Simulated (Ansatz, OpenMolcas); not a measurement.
# A ladder of methods for CH5FOSi (SMILES C[SiH](O)F)

CH5FOSi has 9 atoms, charge 0, and is taken as a singlet. SMILES: `C[SiH](O)F`. The shape is that of a PBE0-D4/def2-TZVP optimisation. This is one conformer, not always the lowest.

| atom | x (Å) | y (Å) | z (Å) |
| --- | --- | --- | --- |
| C | -1.0592 | 0.3827 | 0.2021 |
| Si | 0.5987 | -0.0594 | -0.4917 |
| O | 1.6998 | -0.4260 | 0.6588 |
| F | 0.3861 | -1.3192 | -1.4572 |
| H | -1.7593 | 0.6242 | -0.6015 |
| H | -0.9821 | 1.2517 | 0.8601 |
| H | -1.4840 | -0.4450 | 0.7767 |
| H | 1.2140 | 1.0180 | -1.2926 |
| H | 1.4746 | -1.0731 | 1.3282 |

Quantity: the energy change with the Si2–O3 bond stretched from 1.634 to 2.124 Å, in eV. The values are calculated.

| level | kind | program | value (eV) | less CCSD(T)/def2-SVP |
| --- | --- | --- | --- | --- |
| revPBE/def2-SVP (restricted) | GGA | OpenMolcas | 1.47 | -0.29 |
| r2SCAN/def2-SVP (restricted) | meta-GGA | OpenMolcas | 1.74 | -0.02 |
| B3LYP/def2-SVP (restricted) | global hybrid | Ansatz | 1.70 | -0.06 |
| wB97X/def2-SVP (restricted) | range-separated hybrid | Ansatz | 1.81 | +0.05 |
| RPA@PBE/def2-SVP (restricted) | RPA | Ansatz | 1.65 | -0.11 |
| MP2/def2-SVP (restricted) | perturbation theory | OpenMolcas | 1.80 | +0.04 |
| CCSD(T)/def2-SVP (restricted) | coupled cluster or CI | Ansatz | 1.76 | 0.00 |
| CCSD/def2-SVP (restricted) | coupled cluster or CI | Ansatz | 1.81 | +0.05 |

Differences are taken from CCSD(T)/def2-SVP (restricted) for orientation; it has basis-set and higher-order errors of its own. The first shape isn't each level's own minimum. The values span 1.47 to 1.81 eV.
